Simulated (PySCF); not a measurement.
## Electron correlation in Pb (lead, neutral)

[Xe] 4f14 5d10 6s1 6p3, high-spin 5S determinant (an excited configuration). Calculation: PySCF 2.14, in ANO-RCC-VTZP (8s7p5d3f2g, 93 functions); scalar relativity by spin-free X2C-1e. Frozen: [Kr] 4d10 4f14; 22 electrons correlated.

MP2 pair energies summed by pair of shells (mhartree):

```
 pair   energy  share (%)
5d-5d  -288.86       50.2
5p-5d  -114.51       19.9
5d-6p   -64.14       11.1
5d-6s   -26.12        4.5
5p-5p   -26.04        4.5
5s-5d   -18.99        3.3
5s-5p   -12.20        2.1
6p-6p    -9.89        1.7
5p-6p    -5.41        0.9
5p-6s    -3.94        0.7
6s-6p    -3.16        0.5
5s-5s    -1.86        0.3
5s-6p    -0.47        0.1
5s-6s    -0.30        0.1
```

Total MP2 correlation energy: -575.87 mhartree.

Same-spin part -215.37 and opposite-spin part -360.50 mhartree; SCS-MP2 scales them by 1/3 and 6/5 to -504.39 mhartree.

Spin-orbit coupling is strong in this species, so the high-spin LS determinant is a model state.
